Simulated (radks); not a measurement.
Neutral holmium inside a hard spherical wall (all orbitals vanish at R), configuration held at [Xe] 4f11 6s2 and not refilled when levels cross. All-electron calculation, scalar-relativistic Kohn-Sham, r2SCAN, spin-polarised, spherical densities, finite nucleus; open shells are filled with parallel spins first (spin-orbit coupling, left out, can overturn this in heavy ions); meta-GGA in the generalised Kohn-Sham scheme; Fermi nuclear charge, rms radius 5.2022 fm. Program: a radial shooting solver on a logarithmic mesh with Libxc functionals. Eigenvalues in eV for spin up, with the zero of energy where the potential of the charges vanishes at infinity; a dash marks a level that is unbound or too diffuse for the functional's potential to be trusted. A positive occupied level is held by the wall or, in an anion where self-interaction has pushed it up, behind a barrier. The pressure on the wall is -dE/dV.

R (bohr)  E (hartree)  kinetic (hartree)    e(5s)    e(5p)   e(4f)   e(6s)  e(6p, empty)  e(5d, empty)  pressure (GPa)
free      -12616.5206          13642.892  -52.688  -27.372  -4.450  -3.931             -             -               0
20        -12616.5206          13642.892  -52.688  -27.372  -4.450  -3.931        -1.041        -0.975        < 0.0001
10        -12616.5183          13642.914  -52.529  -27.214  -4.294  -3.811        -0.755        -0.821          0.0549
8         -12616.5041          13643.005  -52.009  -26.702  -3.786  -3.362         0.112        -0.325           0.571
6         -12616.4124          13643.420  -50.359  -25.102  -2.150  -1.383         3.487         1.369            6.65
4         -12615.6774          13646.158  -45.071  -20.133   3.503  10.118        20.476         8.015             146
3.5       -12614.9417          13648.923  -41.700  -16.856   7.431  19.899        33.530        12.803             406
3         -12613.2793          13655.121  -35.735  -10.659  14.666  39.373        57.884        21.808            1320
2.5       -12609.0224          13670.268  -23.834    2.727  28.937  81.665        107.50        40.682            5130
1.5       -12549.2348          13854.461   100.66   148.60  132.79  478.08        534.31        223.21          190000
